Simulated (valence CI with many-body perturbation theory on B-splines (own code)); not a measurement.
# Questions on Bi⁴²⁺

Level of theory: configuration interaction combined with many-body perturbation theory (CI+MBPT): five valence electrons over a frozen Dirac-Fock core [Kr], radial functions for each j: 7 s, 7 p, 8 d, 6 f, 4 g, 1 h, with the one-electron correlation potential Σ1, the two-electron term Σ2, the three-electron term Σ3, Breit, model QED; selected CI, second order for the rest, scaled by the run's own slope (own B-spline code, finite nucleus).

The last digits are not significant, and no measured levels were compared; by estimate large intervals hold to a few tenths of a per cent, small ones and those within an open d or f shell to about a per cent. The list stops below the first excitations out of the core.

Levels are named by their leading jj configuration (3d3/2^4 stands for four electrons in 3d with j = 3/2), which in mixed levels can hold well under half, so a name can repeat and another be missing.

Rates and lifetimes use the calculated energies. Strong lines usually hold to 10 to 20 %, long lifetimes can be off by a factor of two.

**Question.** What is the ground level?

**Answer.** (4d3/2^4 4d5/2) J=5/2, composition 25 % 4d5 2D + 25 % 4d5 4P + 18 % 4d5 2F, g = 1.282.

**Question.** How well does LS coupling describe the low levels?

**Answer.** Among the lowest 20 levels the leading LS term, summed over configurations, holds 49 % on average. For single configurations the figures are 48 % in LS and 97 % in jj coupling. Terms mix most in the J = 5/2 level at 0.00 eV, where the leading one holds 25 %.

**Question.** What is the ionisation energy?

**Answer.** 2091.7 eV; NIST lists 2090 ± 4 eV (theoretical).
